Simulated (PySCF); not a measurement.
CH₉FOSi₃, SMILES C[SiH2][SiH2]O[SiH2]F. Atoms are numbered in the order given.

```xyz
15

C      3.2563     1.1630    -0.3018
Si     1.5633     0.4084    -0.6640
Si     0.2629     0.4241     1.2967
O     -1.2528    -0.2482     1.0308
Si    -2.2298    -0.8361    -0.1468
F     -1.3594    -0.9398    -1.5193
H      3.1619     2.2038     0.0465
H      3.8823     1.1663    -1.2083
H      3.7893     0.5909     0.4740
H      0.8595     1.1960    -1.7234
H      1.7128    -1.0010    -1.1421
H      0.9295    -0.3550     2.3857
H      0.0761     1.8221     1.7974
H     -2.6847    -2.2024     0.2066
H     -3.3567     0.0948    -0.4016
```

Coordinates come from a r2SCAN-D4/def2-SVP optimisation. This is a generated structure with no PubChem entry under its InChIKey; it may be hypothetical. One conformer was computed; it need not be the lowest.

Calculation: B3LYP/def2-TZVP run with PySCF.

ESP charges are fitted to the potential on shells at 1.4 to 2.0 van der Waals radii. Atomic charges (e):

```csv
atom,Löwdin,Mulliken,ESP fit
C1,-0.48,-0.47,-0.77
Si2,0.17,0.19,0.48
Si3,0.12,0.34,0.36
O4,-0.02,-0.39,-0.39
Si5,0.10,0.62,0.62
F6,-0.02,-0.33,-0.30
H7,0.13,0.13,0.19
H8,0.13,0.13,0.21
H9,0.13,0.13,0.19
H10,-0.03,-0.05,-0.11
H11,-0.03,-0.05,-0.11
H12,-0.04,-0.06,-0.09
H13,-0.04,-0.06,-0.10
H14,-0.05,-0.06,-0.09
H15,-0.05,-0.06,-0.09
```

Computed Mayer and Wiberg (Löwdin basis) orders of the bonds:
| bond | Mayer | Wiberg |
|---|---|---|
| C1–Si2 | 0.96 | 1.25 |
| Si2–Si3 | 0.93 | 1.08 |
| Si3–O4 | 1.06 | 1.50 |
| O4–Si5 | 1.19 | 1.64 |
| Si5–F6 | 1.05 | 1.68 |
| C1–H7 | 0.95 | 0.91 |
| C1–H8 | 0.95 | 0.90 |
| C1–H9 | 0.95 | 0.91 |
| Si2–H10 | 0.94 | 0.92 |
| Si2–H11 | 0.94 | 0.92 |
| Si3–H12 | 0.93 | 0.94 |
| Si3–H13 | 0.92 | 0.94 |
| Si5–H14 | 0.94 | 0.95 |
| Si5–H15 | 0.94 | 0.95 |
